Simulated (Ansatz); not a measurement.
Reaction (ligand exchange at the Si–N bond): `F[SiH2]N[SiH2][SiH3]` + `O[SiH2]S` → `O[SiH2]S[SiH2][SiH3]` + `N[SiH2]F`

Program: Ansatz. Geometries: PBE0-D4/def2-TZVP. ΔE: electronic, gas phase. CCSD(T)/CBS is the MP2 limit (def2-TZVPP, def2-QZVPP) plus CCSD(T) − MP2 in def2-TZVPP, frozen cores. Functionals use def2-TZVPP. B3LYP here is the variant with VWN-RPA as its local correlation; programs differ in this. One conformer a species, not always the lowest.

`F[SiH2]N[SiH2][SiH3]`:

Z-matrix (Å, degrees):
```
Si
N 1 1.706
F 1 1.602 2 112.5
H 1 1.478 2 108.9 3 -117.7
H 1 1.480 2 109.2 3 117.5
Si 2 1.740 1 127.7 3 84.7
H 2 1.011 1 115.7 3 -86.3
Si 6 2.344 2 111.8 1 -113.6
H 6 1.491 2 110.7 1 124.5
H 6 1.487 2 106.1 1 6.9
H 8 1.489 6 110.7 2 -175.4
H 8 1.487 6 110.6 2 63.6
H 8 1.490 6 109.6 2 -55.9
```

`O[SiH2]S`:

Cartesian coordinates in Å:
```
O -0.963 -0.929 -0.685
Si 0.437 -0.302 -0.098
S 0.145 1.391 1.166
H -1.655 -1.124 -0.051
H 1.164 -1.252 0.780
H 1.221 0.045 -1.302
H -0.349 2.171 0.190
```

`O[SiH2]S[SiH2][SiH3]`:

Z-matrix (Å, degrees):
```
Si
S 1 2.136
O 1 1.639 2 113.4
H 1 1.487 2 107.5 3 -123.0
H 1 1.477 2 107.4 3 116.4
Si 2 2.146 1 96.9 3 87.9
H 3 0.959 1 118.0 2 -57.6
Si 6 2.338 2 110.8 1 85.0
H 6 1.486 2 106.7 1 -154.2
H 6 1.492 2 109.4 1 -37.7
H 8 1.486 6 109.9 2 -58.4
H 8 1.487 6 108.9 2 61.1
H 8 1.489 6 110.7 2 -178.9
```

`N[SiH2]F`:

Cartesian coordinates in Å:
```
N 0.216 -0.560 0.859
Si -0.023 0.323 -0.569
F -1.481 0.976 -0.716
H 0.387 -0.109 1.742
H -0.153 -1.488 0.979
H 0.125 -0.599 -1.716
H 0.929 1.456 -0.579
```

| level | ΔE (eV) |
| --- | --- |
| PBE-D4 | -0.23 |
| r2SCAN-D4 | -0.18 |
| B3LYP-D4 | -0.13 |
| ωB97X-V | -0.13 |
| ωB97M-V | -0.14 |
| r2SCAN | -0.17 |
| CCSD(T)/def2-TZVPP | -0.10 |
| HF/CBS(def2) | 0.01 |

(1) What does CCSD(T)/CBS give? (Estimate.)

Largest T1 diagnostic among the species: 0.012.

## Answers

(1) Ansatz gave: -0.15 eV. The listed levels differ from it by -0.08, -0.03, 0.02, 0.02, 0.01, -0.02, 0.05, 0.16 eV.

In def2-TZVPP, CCSD(T) changes the Hartree–Fock value by −0.10 eV (the triples alone add −0.03 eV) and MP2 by −0.15 eV. The D4 term adds −0.06 eV with B3LYP and −0.03 eV with PBE0; it sums over pairs of atoms, weighted by their polarisabilities, and B3LYP, whose exchange is more repulsive, gets the larger term.
